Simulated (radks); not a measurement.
Tm XXIII, 47 electrons, occupied as [Kr] 4d10 4f1.

Calculated with a radial shooting solver on a logarithmic mesh with Libxc functionals: Dirac Kohn-Sham, PBE, spin-unpolarised, spherical densities, finite nucleus; open shells fill j = l - 1/2 first; Fermi nuclear charge, rms radius 5.2256 fm.

Energy parts (eV):
part                      energy
total                 -364357.67
kinetic                403949.63
electron-nucleus      -871645.33
Hartree                110465.03
exchange-correlation    -7127.00

Orbitals (lengths in bohr, moments of r in powers of bohr):
orbital  occ.  eigenvalue (eV)      <r^2>
1s1/2       2        -59844.58  0.0005486
2s1/2       2        -10629.16   0.008464
2p1/2       2        -10161.14   0.006094
2p3/2       4        -9181.695   0.007312
3s1/2       2        -2896.635    0.05550
3p1/2       2        -2691.118    0.05128
3p3/2       4        -2483.501    0.05795
3d3/2       4        -2132.756    0.04552
3d5/2       6        -2087.506    0.04736
4s1/2       2        -1049.751     0.2552
4p1/2       2        -965.2527     0.2602
4p3/2       4        -911.5497     0.2875
4d3/2       4        -771.3664     0.2957
4d5/2       6        -760.6052     0.3041
4f5/2       1        -589.1521     0.2968
4f7/2       0        -586.7173     0.3002

The highest occupied level is 4f5/2 at -589.15 eV. For comparison, the ionisation energy in NIST's Atomic Spectra Database is 603 eV (theoretical). In exact Kohn-Sham theory the highest level is minus the ionisation energy, but local and semilocal functionals leave it too shallow, through self-interaction and a potential that decays too fast; potentials with the right tail come closer.

Beside tabulated values, note that spin-unpolarised runs miss the spin-polarisation part of the exchange energy of open shells.
